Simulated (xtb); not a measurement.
hexafluorodisilane (F6Si2), singlet, from a rough starting geometry; GFN2-xTB run with xtb.

Here is a job for xtb.
```
$ xtb mol.xyz --gfn 2 --opt vtight --json

# file mol.xyz
8

F      1.90933462    -0.26730631    -1.25910572
Si     1.13616268    -0.05738826     0.12021378
F      1.72658883     1.22817674     0.75925610
F      1.59271776    -1.29729661     1.06379247
Si    -1.10980904     0.04877306    -0.16419211
F     -1.61514380     1.22668990    -1.03197655
F     -1.73823473    -1.23868923    -0.76856862
F     -1.94850904     0.21662904     1.27476967
```

Q: Predict the main parts of the log of this xtb run.

A: 
```
   ID    Z sym.   atoms
    1    9 F      1, 3, 4, 6-8
    2   14 Si     2, 5

           -------------------------------------------------
          |                Calculation Setup                |
           -------------------------------------------------

           -------------------------------------------------
          |                 G F N 2 - x T B                 |
           -------------------------------------------------

          ...................................................
          :                      SETUP                      :
          :.................................................:
          :  # basis functions                  44          :
          :  # atomic orbitals                  42          :
          :  # shells                           18          :
          :  # electrons                        50          :
          :  max. iterations                   250          :
          :  Hamiltonian                  GFN2-xTB          :
          :  restarted?                      false          :
          :  GBSA solvation                  false          :
          :  PC potential                    false          :
          :  electronic temp.          300.0000000     K    :
          :  accuracy                    1.0000000          :
          :  -> integral cutoff          0.2500000E+02      :
          :  -> integral neglect         0.1000000E-07      :
          :  -> SCF convergence          0.1000000E-05 Eh   :
          :  -> wf. convergence          0.1000000E-03 e    :
          :  Broyden damping             0.4000000          :
          :  net charge                          0          :
          :  unpaired electrons                  0          :
          ...................................................

 iter      E             dE          RMSdq      gap      omega  full diag
   1    -32.2501019 -0.322501E+02  0.792E+00    6.49       0.0  T
   2    -32.3136081 -0.635063E-01  0.485E+00    6.07       1.0  T
   3    -32.3196255 -0.601735E-02  0.207E+00    6.21       1.0  T
   4    -32.3205384 -0.912966E-03  0.931E-01    6.09       1.0  T
   5    -32.3211263 -0.587920E-03  0.390E-01    6.18       1.0  T
   6    -32.3217891 -0.662767E-03  0.109E-01    6.13       1.0  T
   7    -32.3217891 -0.387160E-07  0.679E-02    6.14       1.0  T
   8    -32.3217974 -0.829688E-05  0.507E-02    6.14       1.0  T
   9    -32.3218059 -0.843267E-05  0.271E-03    6.13      13.0  T
  10    -32.3218059 -0.637944E-08  0.333E-03    6.13      10.6  T
  11    -32.3218059 -0.293960E-07  0.125E-03    6.13      28.4  T
  12    -32.3218059 -0.501261E-08  0.445E-05    6.13     794.2  T
  13    -32.3218059  0.380851E-11  0.491E-05    6.13     719.5  T

   *** convergence criteria satisfied after 13 iterations ***

         :::::::::::::::::::::::::::::::::::::::::::::::::::::
         ::                     SUMMARY                     ::
         :::::::::::::::::::::::::::::::::::::::::::::::::::::
         :: total energy             -32.224543415179 Eh    ::
         :: gradient norm              0.093396605202 Eh/a0 ::
         :: HOMO-LUMO gap              6.134153798028 eV    ::
         ::.................................................::
         :: SCC energy               -32.321800095791 Eh    ::
         :: -> isotropic ES            0.086692856574 Eh    ::
         :: -> anisotropic ES          0.001699629002 Eh    ::
         :: -> anisotropic XC         -0.006715558350 Eh    ::
         :: -> dispersion             -0.005793051375 Eh    ::
         :: repulsion energy           0.097256680611 Eh    ::
         :: add. restraining           0.000000000000 Eh    ::
         :: total charge               0.000000000000 e     ::
         :::::::::::::::::::::::::::::::::::::::::::::::::::::

      -----------------------------------------------------------
     |                   =====================                   |
[...]
 * total energy  :   -32.2245434 Eh     change       -0.6579626E-11 Eh
 * total energy  :   -32.2290252 Eh     change       -0.4481779E-02 Eh
 * total energy  :   -32.2309666 Eh     change       -0.1941422E-02 Eh
 * total energy  :   -32.2319924 Eh     change       -0.1025755E-02 Eh
 * total energy  :   -32.2320133 Eh     change       -0.2094338E-04 Eh
 * total energy  :   -32.2320302 Eh     change       -0.1691575E-04 Eh
 * total energy  :   -32.2320375 Eh     change       -0.7296404E-05 Eh
 * total energy  :   -32.2320404 Eh     change       -0.2856083E-05 Eh
 * total energy  :   -32.2320413 Eh     change       -0.9387005E-06 Eh
 * total energy  :   -32.2320415 Eh     change       -0.2057487E-06 Eh
 * total energy  :   -32.2320416 Eh     change       -0.5154464E-07 Eh
   *** GEOMETRY OPTIMIZATION CONVERGED AFTER 11 ITERATIONS ***
         :: total energy             -32.232041579678 Eh    ::
[...]
        21        2.0000           -0.5533975             -15.0587
        22        2.0000           -0.5533974             -15.0587
        23        2.0000           -0.5531333             -15.0515
        24        2.0000           -0.5531181             -15.0511
        25        2.0000           -0.4860517             -13.2261 (HOMO)
        26                         -0.2560406              -6.9672 (LUMO)
        27                         -0.2560395              -6.9672
        28                         -0.1527168              -4.1556
        29                         -0.1381466              -3.7592
        30                         -0.1381411              -3.7590
        31                         -0.0776690              -2.1135
        32                          0.0070064               0.1907
        33                          0.0070132               0.1908
        34                          0.0466193               1.2686
        35                          0.0466274               1.2688
        36                          0.2869552               7.8084
       ...                                ...                  ...
        42                          1.0648228              28.9753
      -------------------------------------------------------------
                  HL-Gap            0.2300112 Eh            6.2589 eV
             Fermi-level           -0.3710461 Eh          -10.0967 eV

     #   Z          covCN         q      C6AA      α(0)
     1   9 F        0.705    -0.220    11.455     3.996
     2  14 Si       3.075     0.660   154.538    26.893
     3   9 F        0.705    -0.220    11.455     3.996
     4   9 F        0.705    -0.220    11.454     3.996
     5  14 Si       3.075     0.660   154.538    26.893
     6   9 F        0.705    -0.220    11.455     3.996
     7   9 F        0.705    -0.220    11.455     3.996
     8   9 F        0.705    -0.220    11.455     3.996

 Mol. C6AA /au·bohr⁶  :       1897.535517
 Mol. C8AA /au·bohr⁸  :      81602.505647
 Mol. α(0) /au        :         77.763828

Wiberg/Mayer (AO) data.
largest (>0.10) Wiberg bond orders for each atom

 ---------------------------------------------------------------------------
     #   Z sym  total        # sym  WBO       # sym  WBO       # sym  WBO
 ---------------------------------------------------------------------------
     1   9 F    1.265 --     2 Si   1.164
     2  14 Si   4.296 --     4 F    1.164     1 F    1.164     3 F    1.164
                             5 Si   0.737
     3   9 F    1.265 --     2 Si   1.164
     4   9 F    1.265 --     2 Si   1.164
     5  14 Si   4.296 --     7 F    1.164     8 F    1.164     6 F    1.164
                             2 Si   0.737
     6   9 F    1.265 --     5 Si   1.164
     7   9 F    1.265 --     5 Si   1.164
     8   9 F    1.265 --     5 Si   1.164
 ---------------------------------------------------------------------------

Topologies differ in total number of bonds
Writing topology from bond orders to xtbtopo.mol

molecular dipole:
                 x           y           z       tot (Debye)
 q only:        0.000      -0.000      -0.000
   full:        0.000      -0.001      -0.000       0.002
molecular quadrupole (traceless):
                xx          xy          yy          xz          yz          zz
 q only:       -3.900       0.282       1.979      -0.650       0.031       1.921
  q+dip:       -5.014       0.363       2.544      -0.835       0.040       2.470
   full:       -4.502       0.326       2.284      -0.750       0.036       2.217

optimized geometry written to: xtbopt.xyz

           -------------------------------------------------
          | TOTAL ENERGY              -32.232041579678 Eh   |
          | GRADIENT NORM               0.000064441423 Eh/α |
          | HOMO-LUMO GAP               6.258922557597 eV   |
           -------------------------------------------------

normal termination of xtb
```
